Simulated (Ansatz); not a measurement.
C2H10N3Y (`C[N](C)[Y]([NH2])[NH2]`). Charge 0, multiplicity 1. Y takes the def2 core potential. All single points use the PBE0-D4/def2-TZVP geometry. It is one conformer, not always the lowest.

```xyz
16

C     1.074   -1.649    0.742
N     0.530   -0.318    0.693
C     0.909    0.449    1.849
Y    -0.696    0.424   -0.911
N    -1.443    2.444   -0.844
N    -1.173   -0.860   -2.575
H     0.780   -2.228   -0.143
H     2.176   -1.653    0.778
H     0.728   -2.213    1.625
H     0.491    1.463    1.804
H     2.003    0.557    1.943
H     0.555   -0.003    2.790
H    -2.026    2.898   -1.538
H    -1.287    3.134   -0.119
H    -1.739   -0.623   -3.382
H    -0.882   -1.821   -2.713
```

What is the dipole moment at B3LYP/def2-TZVPP? (Estimate.)

Ansatz gave: 0.22 D, with components (-0.12, 0.08, -0.17) D in this frame, pointing from negative to positive charge.

And with PBE, r2SCAN, ωB97M-V? (Estimate.)

The calculation gave: PBE 0.21 D, r2SCAN 0.22 D, ωB97M-V 0.25 D.

Give the Mulliken charges with B3LYP, PBE, ωB97M-V in def2-TZVPP. (An estimate is asked.)

The calculation gave: 
```json
{"atom": "C1", "B3LYP": "-0.16", "PBE": "-0.18", "ωB97M-V": "-0.23"}
{"atom": "N2", "B3LYP": "-0.35", "PBE": "-0.27", "ωB97M-V": "-0.34"}
{"atom": "C3", "B3LYP": "-0.16", "PBE": "-0.18", "ωB97M-V": "-0.23"}
{"atom": "Y4", "B3LYP": "0.85", "PBE": "0.70", "ωB97M-V": "0.75"}
{"atom": "N5", "B3LYP": "-0.49", "PBE": "-0.46", "ωB97M-V": "-0.42"}
{"atom": "N6", "B3LYP": "-0.49", "PBE": "-0.46", "ωB97M-V": "-0.42"}
{"atom": "H7", "B3LYP": "0.07", "PBE": "0.07", "ωB97M-V": "0.09"}
{"atom": "H8", "B3LYP": "0.07", "PBE": "0.07", "ωB97M-V": "0.10"}
{"atom": "H9", "B3LYP": "0.07", "PBE": "0.07", "ωB97M-V": "0.10"}
{"atom": "H10", "B3LYP": "0.07", "PBE": "0.07", "ωB97M-V": "0.09"}
{"atom": "H11", "B3LYP": "0.07", "PBE": "0.07", "ωB97M-V": "0.10"}
{"atom": "H12", "B3LYP": "0.07", "PBE": "0.07", "ωB97M-V": "0.10"}
{"atom": "H13", "B3LYP": "0.10", "PBE": "0.10", "ωB97M-V": "0.07"}
{"atom": "H14", "B3LYP": "0.10", "PBE": "0.11", "ωB97M-V": "0.08"}
{"atom": "H15", "B3LYP": "0.10", "PBE": "0.10", "ωB97M-V": "0.07"}
{"atom": "H16", "B3LYP": "0.10", "PBE": "0.11", "ωB97M-V": "0.08"}
```

B3LYP here is the variant with VWN-RPA as its local correlation; programs differ in this.
